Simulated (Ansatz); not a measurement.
`[F][GeH2][Cl]` → F• + `[Cl][GeH2]`•  (homolysis of the F–Ge bond)

Isolated molecules relaxed with PBE0-D4/def2-TZVP in Ansatz; ΔE leaves out vibrations. CBS: MP2 limit from def2 TZ/QZ plus the TZ coupled-cluster correction, frozen cores. This one scheme is used for every species, atoms too. DFT in def2-TZVPP. B3LYP here is the variant with VWN-RPA as its local correlation; programs differ in this. Open shells (•) are unrestricted, without spin–orbit coupling. Spin–orbit coupling would lower the free atoms: a little for F. Bonds to Ge are less sure, by a few kJ/mol each and by 10 to 20 or more in all where they break to atoms, as the def2 sets lack core-valence functions. Scalar relativity is left out up to krypton.

`[F][GeH2][Cl]`:

```xyz
5

F     0.157   -1.630    0.417
Ge    0.055    0.002   -0.144
Cl   -0.785    1.138    1.454
H    -0.911    0.012   -1.328
H     1.485    0.479   -0.399
```

`[Cl][GeH2]`•:

Z-matrix (Å, degrees):
```
Ge
Cl 1 2.156
H 1 1.546 2 106.8
H 1 1.546 2 106.8 3 -120.4
```

```json
{"level": "PBE-D4", "ΔE (kJ/mol)": "542.9", "difference from CCSD(T)/CBS": "-9.3"}
{"level": "BLYP-D4", "ΔE (kJ/mol)": "530.8", "difference from CCSD(T)/CBS": "-21.4"}
{"level": "r2SCAN0-D4", "ΔE (kJ/mol)": "511.7", "difference from CCSD(T)/CBS": "-40.5"}
{"level": "ωB97M-V", "ΔE (kJ/mol)": "537.3", "difference from CCSD(T)/CBS": "-14.9"}
{"level": "PBE", "ΔE (kJ/mol)": "540.7", "difference from CCSD(T)/CBS": "-11.5"}
{"level": "BLYP", "ΔE (kJ/mol)": "526.1", "difference from CCSD(T)/CBS": "-26.1"}
{"level": "B3LYP", "ΔE (kJ/mol)": "521.9", "difference from CCSD(T)/CBS": "-30.3"}
{"level": "r2SCAN0", "ΔE (kJ/mol)": "511.1", "difference from CCSD(T)/CBS": "-41.1"}
{"level": "BHLYP", "ΔE (kJ/mol)": "499.6", "difference from CCSD(T)/CBS": "-52.6"}
{"level": "MP2/def2-SVP", "ΔE (kJ/mol)": "541.1", "difference from CCSD(T)/CBS": "-11.1"}
{"level": "CCSD(T)/CBS", "ΔE (kJ/mol)": "552.2", "difference from CCSD(T)/CBS": "0"}
```

Largest T1 diagnostic among the species: 0.012.

At CCSD(T), def2-SVP lies −41.9 kJ/mol from the extrapolated value and def2-TZVPP −17.1 kJ/mol: correlation converges slowly with the basis, and small sets miss more of it in the bonded molecule than in its fragments. From PBE to PBE0 (25 % exact exchange), in def2-TZVPP and without D4, ΔE moves by −18.9 kJ/mol: exact exchange takes away binding that semilocal exchange gives to molecules. In def2-TZVPP, CCSD(T) changes the Hartree–Fock value by +151.6 kJ/mol (the triples alone add +10.6 kJ/mol) and MP2 by +184.2 kJ/mol; breaking electron pairs costs correlation energy, which Hartree–Fock lacks.

CCSD(T)/CBS has its own doubt, a few kJ/mol and more with outer-core shells, so smaller differences from it don't rank the levels.
